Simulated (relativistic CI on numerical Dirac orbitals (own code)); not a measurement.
## What each ingredient does to the levels of Cu XX

Base calculation: Dirac-Coulomb-Breit CI, KLI orbitals optimised for each configuration, model QED, unscaled Slater integrals.

CI space (outside the closed core 1s2): 2s²2p⁶, 2s²2p⁵3s, 2s²2p⁵3p, 2s²2p⁵3d, 2s2p⁶3s, 2s2p⁶3p, 2s2p⁶3d, 2s²2p⁵4s, 2s²2p⁵4p, 2s²2p⁵4d, 2s²2p⁵4f, 2s2p⁶4s, 2s²2p⁴3s², 2s²2p⁵5s, 2s²2p⁵5p, 2s2p⁶4p, 2s²2p⁵5d, 2s²2p⁵5f, 2s²2p⁵5g, 2s2p⁶4d, 2s²2p⁴3s3p, 2s2p⁶4f, 2s²2p⁴3p², 2s²2p⁴3s3d, 2s²2p⁴3p3d, 2s2p⁵3s², 2s2p⁵3s3p, 2s²2p⁴3d², 2s2p⁶5s, 2s2p⁶5p, 2s2p⁶5d, 2s2p⁶5f, 2s2p⁶5g, 2s2p⁵3p², 2s2p⁵3s3d, 2s2p⁵3p3d. Levels of other configurations are missing.

Variants: (1) valence Slater integrals scaled by 0.9; (2) configuration mixing switched off; (3) non-relativistic limit. Shifts of the energy above 2s²2p⁶ ¹S0, in eV, for the lowest level and the first level of each name with at least 55 % of one term (blank where a level changes its place among those of its configuration and J or its character, or is not in the variant):

```tsv
Level	Base	Δ(1)	Δ(2)	Δ(3)
2s²2p⁶ ¹S0	0.00	0.00	0.00	0.00
2s²2p⁵3s ³P°2	963.16	+0.12	+0.14	+7.80
2s²2p⁵3s ¹P°1	965.48	-0.10	+0.21	
2s²2p⁵3s ³P°0	983.96	+0.13	+0.18	-13.00
2s²2p⁵3s ³P°1	985.30	-0.02	+0.24	
2s²2p⁵3p ³S1	999.57	+0.64	+0.85	+2.16
2s²2p⁵3p ³D2	1003.11	+0.05	-0.03	+5.33
2s²2p⁵3p ³D3	1006.47	+0.19	-0.04	+1.96
2s²2p⁵3p ³P2	1009.98	-0.17	-0.11	
2s²2p⁵3p ³P0	1018.22	-0.48	-0.03	-6.13
2s²2p⁵3p ³D1	1023.14	+0.10	-0.01	
2s²2p⁵3p ³P1	1028.31	+0.04	+0.16	-16.22
2s²2p⁵3p ¹S0	1043.11	-2.49	+1.27	-6.49
2s²2p⁵3d ³P°0	1054.50	+0.50	-0.11	+1.51
2s²2p⁵3d ³P°1	1055.85	+0.40	-0.16	+0.16
2s²2p⁵3d ³F°4	1058.24	+0.16	-0.48	+0.92
2s²2p⁵3d ³P°2	1058.36	+0.21	-0.26	-2.35
2s²2p⁵3d ³F°3	1058.97	+0.01	-0.46	+0.18
2s²2p⁵3d ³D°3	1062.70	-0.29	-0.49	
2s²2p⁵3d ³D°1	1069.40	-0.74	-0.27	-5.35
2s²2p⁵3d ³F°2	1079.59	0.00	-0.48	
2s²2p⁵3d ¹P°1	1089.88	-1.32	+0.27	-11.27
```

At this charge energies of transitions that change n are usually good to better than 1 %, and those within a shell (Δn = 0) to a few per cent.

Ionisation energy from the two ground configurations alone: base 1687.76 eV. The NIST ASD value (semi-empirical) is 1690.5 eV.

LS names give the leading component of a level, which can be under half, so a name can repeat, a term be missing and a line seem to break the LS rules.
